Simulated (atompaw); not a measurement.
# u(r) = r·R(r): atom against pseudo-atom (carbon (C))

Columns: radius, all-electron u(r) and pseudo u(r) of the 2s shell (level -13.77 eV) of carbon in the configuration [He] 2s1.75 2p2.25; PBEsol, scalar-relativistic, PAW (atompaw) scheme, atompaw 4.2.0.5.

| r (bohr) | all-electron | pseudo |
| --- | --- | --- |
| 0.073 | -0.2889 | 0.0938 |
| 0.146 | -0.3495 | 0.1863 |
| 0.219 | -0.2890 | 0.2763 |
| 0.292 | -0.1690 | 0.3624 |
| 0.365 | -0.0253 | 0.4436 |
| 0.438 | 0.1215 | 0.5189 |
| 0.512 | 0.2618 | 0.5883 |
| 0.585 | 0.3861 | 0.6493 |
| 0.658 | 0.4938 | 0.7024 |
| 0.731 | 0.5844 | 0.7472 |
| 0.804 | 0.6580 | 0.7836 |
| 0.877 | 0.7157 | 0.8118 |
| 0.950 | 0.7589 | 0.8319 |
| 1.023 | 0.7891 | 0.8443 |
| 1.096 | 0.8081 | 0.8495 |
| 1.169 | 0.8173 | 0.8483 |
| 1.242 | 0.8184 | 0.8412 |
| 1.315 | 0.8126 | 0.8291 |
| 1.388 | 0.8012 | 0.8128 |
| 1.462 | 0.7850 | 0.7927 |
| 1.535 | 0.7654 | 0.7701 |
| 1.608 | 0.7429 | 0.7456 |
| 1.681 | 0.7184 | 0.7197 |
| 1.754 | 0.6923 | 0.6928 |
| 1.827 | 0.6652 | 0.6653 |
| 1.900 | 0.6375 | 0.6375 |

Problem. How many radial nodes do the two functions have?

Solution. The all-electron 2s function has n − l − 1 = 1; the pseudo-wave has 0, since the states of the same l below it are removed with the core.

Problem. Where does each function peak?

Solution. Outermost all-electron maximum near 1.24 bohr, pseudo maximum near 1.10 bohr (to the table’s step).

Problem. Is the pseudo-wave norm-conserving?

Solution. No, it belongs to a PAW set: the norm inside the radius is not constrained, and the difference is carried by the augmentation charge.
